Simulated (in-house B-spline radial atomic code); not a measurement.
Results of a calculation; reference values are marked as such.
# Two electrons in Ge: a parabolic dot with ħω = 31.8 meV in all three directions

For Ge the NSM archive of the Ioffe Institute lists m_l = 1.6 m0, m_t = 0.08 m0 and ε = 16.2; the model takes one isotropic valley with the conductivity mass 3/(1/m_l + 2/m_t) = 0.117 m0, and so misses anisotropy and the other valleys. All triplets below are those of one valley; with several valleys two electrons can form a triplet in the 1s orbital itself, at an energy set by the valley splitting.

Effective-mass model with parabolic bands, a uniform dielectric constant, no image charges, no central-cell or spin-orbit terms. Two-electron levels come from full CI in B-splines with partial waves to l = 5 (up to 0.001 effective hartree above the limit).

Q: What are the effective units, and what is the potential in them?

A: Ha* = 27211.386 meV × 0.117/16.2² = 12.13 meV and a* = 0.0529177 nm × 16.2/0.117 = 7.327 nm. The frequency is ω = 2.62 Ha*. The one-electron levels are 3ω/2 = 3.9300 and 5ω/2 = 6.5500 Ha*.

In these units the lowest s and p orbitals lie at 3.9300 and 6.5500, and their Coulomb and exchange integrals are J_ss = 1.2915, J_sp = 1.0762 and K_sp = 0.2152. (For a parabolic well J_ss = √(2ω/π).) Full CI gives 9.0804 for the ground singlet, 11.3238 for the sp triplet, 11.7007 for the sp singlet and 13.9438 for the lowest triplet of two s orbitals.

Q: What does it cost to add the second electron, to first order and exactly?

A: To first order E = 2ε_s + J_ss = 9.1515, so the charging energy E(2) − 2E(1) is J_ss = 15.67 meV. CI gives 9.0804 − 2 × (3.9300) = 1.2204, or 14.81 meV: relaxation and correlation lower it by 0.8622 meV, 5.5 % of J_ss. The s² configuration of one-electron orbitals holds 98.9 % of the state, and the mean radius is 5.32 nm.

Q: How far above the singlet do the triplets lie?

A: To first order the sp triplet lies at ε_s + ε_p + J_sp − K_sp = 11.3410, which is 26.56 meV above 2ε_s + J_ss. CI gives 11.3238 − (9.0804) = 2.2434, or 27.22 meV, 86 % of the orbital spacing of 31.78 meV. The ss triplet lies 59 meV up, so the lower of the two is the sp one, and its gap equals k_BT at 316 K. The sp singlet-triplet splitting is 4.573 meV, against 2K_sp = 5.222 meV. The sp singlet lies ħω above the ground state (2.6203 against 2.62), as Kohn's theorem demands for a parabolic well.
